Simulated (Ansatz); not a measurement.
PBE exchange is replaced step by step with exact exchange (0 % is PBE, 25 % PBE0; no dispersion term), basis def2-TZVPD, Ansatz. System: the cluster Cs₃H₄⁻ (the lowest singlet isomer of a short search). Charge -1, multiplicity 1. Geometry: PBE-D4/def2-TZVPD.

Geometry of the singlet:

```xyz
7

Cs   -1.1724    1.8922    1.0902
Cs   -1.3313   -1.8092   -1.0505
Cs    2.4007    0.2278   -0.5717
H     1.6337    1.8310    1.6792
H    -0.2827    0.8621   -1.4711
H    -2.6966   -0.5365    1.1262
H     1.4486   -2.4674   -0.8023
```

In the def2 sets Cs takes a core potential; there is no spin–orbit coupling. At PBE-D4/def2-TZVPD the highest occupied level of the charge -1 singlet lies above zero (up to 0.01 eV). By energy differences its removal costs 2.44 eV (vertical, to the charge 0 doublet, at PBE0-D4/def2-TZVPD). The structure comes from a short search, and lower isomers may exist.

```csv
exact exchange (%),HOMO (eV),LUMO (eV),gap (eV)
0,0.01,1.65,1.65
5,-0.16,1.71,1.87
10,-0.34,1.76,2.10
15,-0.51,1.81,2.32
25,-0.88,1.89,2.77
35,-1.25,1.96,3.21
```

Task: Estimate the row for 50 %.

Result: 
| exact exchange (%) | HOMO (eV) | LUMO (eV) | gap (eV) |
| --- | --- | --- | --- |
| 50 | -1.84 | 2.04 | 3.88 |
